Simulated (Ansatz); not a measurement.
Born–Oppenheimer molecular dynamics of AlClH2O2 (6 atoms, charge 0, multiplicity 1). It starts from a relaxed structure.

All numbers below come from RKS PBE/6-31G* (Ansatz).

```yaml
ensemble: NVE (velocity Verlet)
time_step: 0.5 fs
steps_asked: 500
starting_velocities_drawn_for: 300 K
masses: H 10 u
seed: 897071
```

First frame:

```xyz
6
Properties=species:S:1:pos:R:3
Al 0.057 -0.243 0.094
Cl -0.181 0.128 2.156
O 1.652 -0.316 -0.530
H 1.738 -0.482 -1.487
O -1.291 -0.468 -0.948
H -2.184 -0.419 -0.562
```

**Question.** How far do the bonds stretch over the last three quarters of this one trajectory? (Pairs bonded in most of those frames.)

**Answer.** 
```json
{"bond": "Al1–Cl2", "mean (Å)": "2.107", "spread (Å)": "0.042", "shortest": "2.04", "longest": "2.20"}
{"bond": "Al1–O3", "mean (Å)": "1.714", "spread (Å)": "0.025", "shortest": "1.66", "longest": "1.77"}
{"bond": "Al1–O5", "mean (Å)": "1.719", "spread (Å)": "0.022", "shortest": "1.68", "longest": "1.77"}
{"bond": "O3–H4", "mean (Å)": "0.978", "spread (Å)": "0.027", "shortest": "0.93", "longest": "1.02"}
{"bond": "O5–H6", "mean (Å)": "0.974", "spread (Å)": "0.005", "shortest": "0.96", "longest": "0.98"}
```

Mean temperature of the second half: 151 K. The conserved energy stayed within 0.043 meV per atom of its start (net change 0.014 meV per atom), so the integration is sound. Over the second half the temperature averaged 0.50 of the 300 K drawn at the start: a run that starts near a minimum puts about half its kinetic energy into the potential. A run of 0.25 ps of so small a system gives no equilibrium averages.

Run time: 17 min on 1 thread of Arm Neoverse V1 (shared host), peak memory 0.11 GiB.
